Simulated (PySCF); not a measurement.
## Manganese: a sound run and one with changed settings

Sound run: Mn⁺ [Ar] 3d5 4s1, Mn²⁺ [Ar] 3d5. Computed with PySCF 2.14 in pcseg-2, with the non-relativistic Hamiltonian (point nucleus). In the sound run the correlated levels freeze [Ar]. The sound run starts from symmetry-adapted Hartree-Fock orbitals and uses a fine grid where one is needed.

Changed run: initial guess minao, at most 50 SCF cycles, level shift 0.1 hartree.

```tsv
species	method	sound run (hartree)	changed run (hartree)	converged
Mn⁺	UHF	-1149.62764	-1149.62764	yes
Mn⁺	MN15	-1150.85555	-1150.85555	yes
Mn⁺	BP86	-1150.88029	-1150.88029	yes
Mn⁺	MP2	-1149.70254	-1149.69964	yes
Mn²⁺	UHF	-1149.08695	-1149.08695	yes
Mn²⁺	MN15	-1150.29440	-1150.29440	yes
Mn²⁺	BP86	-1150.28584	-1150.28584	yes
Mn²⁺	MP2	-1149.14642	-1149.14443	yes
```

Ionisation energy of Mn⁺:

```csv
method,sound run (eV),changed run (eV)
UHF,14.713,14.713
MN15,15.270,15.270
BP86,16.176,16.176
MP2,15.133,15.108
SCS-MP2,14.853,14.845
```

A level shift leaves the converged SCF energy unchanged but raises the virtual orbital energies, which shrinks MP2 if it is not removed.

For comparison, NIST gives 15.640 eV between the lowest levels.
